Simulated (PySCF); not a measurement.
Level of theory: delta-SCF UKS SCAN, pcX-2 on the ionised atom, pcseg-1 elsewhere, spin-free X2C in PySCF 2.14.0. Geometries: GFN2-xTB; isolated species, one conformer each. Values against the vacuum level.

(1) Order these sites by rising C 1s binding energy.
A. C4 in `[PH-:1][c:2]1[cH:3][cH:4][cH:5][s:6]1`
B. C1 in `[CH:1]#[C:2][SiH2:3][NH:4][SiH3:5]`
C. C3 in `[NH2:1][SiH2:2][C:3]#[C:4][SiH3:5]`
D. C3 in `[N:1]#[C:2][CH:3]([SiH3:4])[SiH3:5]`

## Answers

(1) A (285.60 eV), C (289.62 eV), B (290.51 eV), D (291.34 eV).

From the lowest up, the atoms are bonded to: 2 C (aromatic in the SMILES) and H in a species of charge -1 (285.60); C (triple bond) and Si (289.62); C (triple bond) and H (290.51); C, H and 2 Si (291.34).

1 of these hole states is spin-contaminated (⟨S²⟩ 0.86, against 0.75; counted from 0.85) and less certain. The basis sets have no added diffuse functions, a weakness for anions.
